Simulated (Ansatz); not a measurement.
CH2NSn (SMILES N#[C][SnH2]): methods side by side

CH2NSn: 5 atoms, total charge 0, spin state doublet. As SMILES, `N#[C][SnH2]`. The shape was relaxed beforehand at r2SCAN/def2-SVP.

Each level gives the adiabatic ionisation energy (to the singlet cation, shapes relaxed at r2SCAN/def2-SVP, no zero-point term) (eV). The values are calculated.

| level | kind | program | value (eV) | CPU time (all runs) |
| --- | --- | --- | --- | --- |
| UHF/def2-TZVPP (core potential) | Hartree–Fock | Ansatz | 7.92 | 8 s |
| USVWN5/def2-TZVPP (core potential) | LDA | Ansatz | 8.34 | 1.9 s |
| UBLYP/def2-TZVPP (core potential) | GGA | Ansatz | 8.16 | 3.8 s |
| U-r2SCAN/def2-TZVPP (core potential) | meta-GGA | Ansatz | 8.40 | 7 s |
| UPBE0-D4/def2-TZVPP (core potential) | global hybrid | Ansatz | 8.32 | 4.4 s |
| U-wB97M-V/def2-TZVPP (core potential) | range-separated hybrid | Ansatz | 8.28 | 15 s |
| UCAM-B3LYP/def2-TZVPP (core potential) | range-separated hybrid | Ansatz | 8.41 | 5.8 s |
| UB2PLYP/def2-TZVPP (core potential) | double hybrid | Ansatz | 8.25 | 11 s |
| RPA@PBE/def2-TZVPP (core potential) | RPA | Ansatz | 8.48 | 9 s |

Spin-orbit coupling, which can split open shells on such heavy atoms by tenths of an eV, is left out. The values span 7.92 to 8.48 eV. CPU times are rough (shared hosts, several kinds of processor): they show what a rung costs within a factor of a few.
